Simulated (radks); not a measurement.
Task: Species: Yb12+. Configuration: [Kr] 4d10 4f10 5s2. Calculated with a radial shooting solver on a logarithmic mesh with Libxc functionals: scalar-relativistic Kohn-Sham, PBE, spin-unpolarised, spherical densities, point nucleus. Some entries of the table are withheld. Estimate them.

| orbital | occ. | eigenvalue (eV) | r(max) (bohr) |
|---|---|---|---|
| 1s | 2 | (1) | 0.01237 |
| 2s | 2 | -10621.03 | 0.07057 |
| 2p | 6 | -9388.905 | 0.05756 |
| 3s | 2 | (2) | 0.1994 |
| 3p | 6 | -2211.827 | (3) |
| 3d | 10 | -1760.007 | (4) |
| 4s | 2 | (5) | 0.4540 |
| 4p | 6 | -576.6641 | (6) |
| 4d | 10 | -414.6244 | 0.4872 |
| 5s | 2 | -258.0962 | 0.9878 |
| 4f | 10 | -233.5832 | 0.4632 |

Result: 
(1) 1s eigenvalue (eV): -61491.75
(2) 3s eigenvalue (eV): -2583.216
(3) 3p r(max) (bohr): 0.1966
(4) 3d r(max) (bohr): 0.1603
(5) 4s eigenvalue (eV): -699.6009
(6) 4p r(max) (bohr): 0.4745
